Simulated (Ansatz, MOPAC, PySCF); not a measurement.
Species: C₂H₃Cl₂, charge 0, multiplicity 2. SMILES: ClC[CH]Cl
Geometry from a B3LYP-D3(BJ)/def2-TZVP (Ansatz, a quantum-chemistry and plane-wave program) optimisation:
```
C
H 1 1.0853
H 1 1.0862 2 111.05
C 1 1.4532 2 113.14 3 -126.40
H 4 1.0794 1 122.52 2 162.37
Cl 4 1.7043 5 115.31 1 -164.09
Cl 1 1.8644 2 104.59 3 112.06
```
Charge 0, spin multiplicity 2.

Unscaled harmonic wavenumbers (cm⁻¹) in rising order, each level at the stationary point that it reaches from this structure (no distance between atoms moves by over 0.3 Å); the order of modes can differ between levels, and a negative number is imaginary. B3LYP-D3(BJ)/def2-TZVP (PySCF, at the structure above): 88, 271, 387, 506, 571, 734, 952, 1115, 1179, 1237, 1332, 1476, 3101, 3167, 3218.

PM7 (MOPAC): 48, 262, 371, 625, 736, 754, 947, 1099, 1217, 1226, 1295, 1338, 2637, 2709, 2734. Zero-point energy 25.7 against 27.6 kcal/mol; where all levels lie over 400 cm⁻¹, the wavenumbers are on average 0.999 times those of B3LYP-D3(BJ)/def2-TZVP.

HF/6-31G* (Ansatz): 90, 284, 418, 573, 713, 777, 1044, 1176, 1301, 1405, 1469, 1623, 3299, 3368, 3413. Zero-point energy 30.0 against 27.6 kcal/mol; where all levels lie over 400 cm⁻¹, the wavenumbers are on average 1.102 times those of B3LYP-D3(BJ)/def2-TZVP.

B3LYP/6-31G* (Ansatz): 88, 271, 386, 509, 568, 733, 961, 1126, 1194, 1262, 1354, 1497, 3122, 3191, 3245. Zero-point energy 27.9 against 27.6 kcal/mol; where all levels lie over 400 cm⁻¹, the wavenumbers are on average 1.009 times those of B3LYP-D3(BJ)/def2-TZVP.
